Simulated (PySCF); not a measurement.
**Energy of Sc (scandium, neutral) between two integer charges**

The 4s beta orbital of [Ar] 3d1 4s2 is emptied in steps (occupation f), with all orbitals relaxed, ending at [Ar] 3d1 4s1. Computed with PySCF 2.14 in def2-TZVPPD (6s6p4d2f1g, 67 functions), with the non-relativistic Hamiltonian (point nucleus). The exact energy is a straight line in f; departures are measured from the line between the end points of the same method.

| f | PBE0 (eV) |
| --- | --- |
| 1 | 0.000 |
| 0.9 | -0.150 |
| 0.7 | -0.345 |
| 0.5 | -0.399 |
| 0.3 | -0.315 |
| 0.1 | -0.118 |
| 0 | 0.000 |

| method | E(f=0) − E(f=1) (eV) | −ε at f=1 (eV) | −ε at f=0.5 (eV) |
| --- | --- | --- | --- |
| PBE0 | 6.242 | 4.569 | 6.323 |

Orbital energy along the path (eV):

```csv
f,PBE0
1,-4.569
0.9,-4.917
0.7,-5.618
0.5,-6.323
0.3,-6.988
0.1,-7.414
0,-7.202
```

As f goes to zero the orbital energy of a semilocal functional can turn back, because the density of that orbital vanishes from the exchange-correlation potential.

Reference removal energy between the ground levels: 6.561 eV (measured; NIST Atomic Spectra Database, ionization energies). The calculation has no spin-orbit coupling.
